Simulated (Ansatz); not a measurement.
Frontier orbitals of C2H5Cl2InO (`CC[O][In]([Cl])[Cl]`).

Charge 0, multiplicity 1. Correlated methods include outer-core shells of In, which these sets cover unevenly. In takes the def2 core potential. Geometry: relaxed with PBE0-D4/def2-TZVP. It is one conformer, not always the lowest. Basis def2-TZVPP, Ansatz 0.2.0.

Orbital energies of one run (eV). Highest occupied ones, from the top: -8.46, -8.64, -9.47, -9.58, -9.72, -9.93, -10.61, -11.02, -11.09, -11.93, -12.68, -13.38, -14.14, -17.78. Empty: -2.34, -1.20, 1.13, 1.32, 1.98, 2.27.

(1) Which functional gave them?
A. HSE06 (plane-wave form)
B. BHLYP
C. r2SCAN0
D. PBE

## Answers

(1) C. HOMO energies: r2SCAN0 -8.46, BHLYP -9.70, PBE -6.73, HSE06 -7.83 eV.
